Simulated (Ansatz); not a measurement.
System: C2H7Si, charge 0, multiplicity 2. It need not be the lowest isomer of its formula. 
Geometry from a B3LYP-D3(BJ)/def2-TZVP (Ansatz, a program for electronic structure) optimisation:
```xyz
10

C     -1.7255    -0.5109     0.1624
C     -0.5631     0.3864     0.4233
Si     1.1297     0.1176    -0.2512
H     -2.5446     0.0310    -0.3268
H     -2.1420    -0.9052     1.0977
H     -1.4693    -1.3626    -0.4701
H     -0.7613     1.2484     1.0535
H      1.6656    -1.2051     0.1693
H      2.0492     1.1808     0.2178
H      1.1176     0.1137    -1.7391
```
Charge 0, spin multiplicity 2.

Property: atomisation energy (electronic, to ground-state atoms), in kcal/mol. Valence correlation only, unless marked. Open shells are spin-unrestricted. No spin-orbit coupling. Non-relativistic. The coupled-cluster limit lacks core correlation, which all-electron functionals hold. Basis-set limits of correlation are two-point, X^-3; Hartree-Fock from the larger set.

```
level                        program  atomisation energy (kcal/mol)
--------------------  --------------  -----------------------------
revPBE-D4/def2-TZVPD  Ansatz + dftd4                          808.3
wB97M-V/def2-TZVPD            Ansatz                          816.8
MP2/aug-cc-pV(D+d)Z           Ansatz                          764.1
SCS-MP2/cc-pV(D+d)Z           Ansatz                          760.0
```

Q: Predict the CCSD(T)/CBS(aug-cc-pV(T+d)Z,aug-cc-pV(Q+d)Z) result (Ansatz).

A: 815.7 kcal/mol
